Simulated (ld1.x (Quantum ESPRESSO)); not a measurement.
## PBEsol TM dataset for Sm (Z = 62), scalar-relativistic all-electron reference.

ld1.x (Quantum ESPRESSO) 7.5 input, shortened:

```
&input
   title='Sm', zed=62., rel=1, dft='PBESOL', iswitch=3,
   config='[Xe] 4f6 5d0 6s2 6p0'
 /
 &inputp
   pseudotype=2, tm=.true., lloc=-1, rcloc=2.10,
   nlcc=.true., new_core_ps=.true.
 /
4
5S  1  0   2.00   0.00  2.15  2.15  0.0
5P  2  1   6.00   0.00  2.05  2.05  0.0
5D  3  2   0.00   0.00  3.25  3.25  0.0
4F  4  3   6.00   0.00  0.90  0.90  0.0
 &test
   configts(1)='4f6 5s2 5p6 5d0 6s2 6p0'
 /
```

Occupied shells without a wave of their own: 6s. They enter only through the test configuration that unscreens the potential, and ld1.x also counts them in the model core charge.

Task: Does the generator finish with these settings?

Result: Yes, a potential is produced.

Task: Estimate the cutoffs (Ry, on a coarse ladder) from which the occupation-weighted sum of valence levels, in a spherical-Bessel basis at the reference potential, stays within 10 and 1 mRy of its value at 400 Ry.

Result: over 300 Ry and over 300 Ry.

Task: What does a ghost test show?

Result: No extra level below or beside the all-electron valence levels (s, p, d, f tested).

Task: Which valence shell sets the plane-wave cutoff?

Result: 4f: its level needs over 300 Ry to come within 1 mRy, against 35 Ry for 5s.

Task: Tests: 4f6 5s2 5p6 5d0 6s1 6p0; 4f6 5s2 5p6 5d0 6s0 6p0; 4f5 5s2 5p6 5d0 6s0 6p0; 4f5 5s2 5p6 5d1 6s2 6p0; 4f6 5s2 5p6 5d1 6s1 6p0; 4f5 5s2 5p6 5d1 6s1 6p0; 4f6 5s1 5p6 5d0 6s2 6p0. Which has the largest error in its energy relative to the reference configuration, and how large is it?

Result: 4f5 5s2 5p6 5d0 6s0 6p0, with -1582 meV (all-electron minus pseudo) on +40.83 eV.

ld1.x takes every shell without a wave as core, so the model core holds the 6s electrons as well and exchange and correlation see them twice. This cancels in the reference configuration, but the file is broken for other ones, and its errors say nothing about a proper core correction.
